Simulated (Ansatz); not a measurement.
Reaction (cleavage of the Si–Si bond): `B[SiH](F)[SiH2][SiH3]` + NH₃ → `B[SiH](F)[SiH2]N` + SiH₄

Calculated with Ansatz (gas phase, PBE0-D4/def2-TZVP geometries, no zero-point term in ΔE). CCSD(T)/CBS adds triple-zeta CCSD(T) − MP2 to the extrapolated MP2 energy (def2 sets, frozen cores). This one scheme is used for every species. Each species was taken in one conformer, which may not be the lowest.

```csv
level,ΔE (kcal/mol)
SCS-MP2/def2-TZVPP,-8.8
MP2/def2-QZVPP,-7.7
```

(1) What does CCSD(T)/CBS give? (An estimate is asked.)

Largest T1 diagnostic among the species: 0.014.

Answers

(1) Computed: -6.2 kcal/mol. The listed levels differ from it by -2.6, -1.5 kcal/mol.

In def2-TZVPP, CCSD(T) changes the Hartree–Fock value by +5.2 kcal/mol (the triples alone add +0.7 kcal/mol) and MP2 by +3.8 kcal/mol. The D4 term adds +1.0 kcal/mol with B3LYP and +0.6 kcal/mol with PBE0; it sums over pairs of atoms, weighted by their polarisabilities, and B3LYP, whose exchange is more repulsive, gets the larger term. From PBE to PBE0 (25 % exact exchange), in def2-TZVPP and without D4, ΔE moves by −0.9 kcal/mol.

CCSD(T)/CBS has its own doubt, a few kJ/mol and more with outer-core shells, so smaller differences from it don't rank the levels.

B3LYP here is the variant with VWN-RPA as its local correlation; programs differ in this.
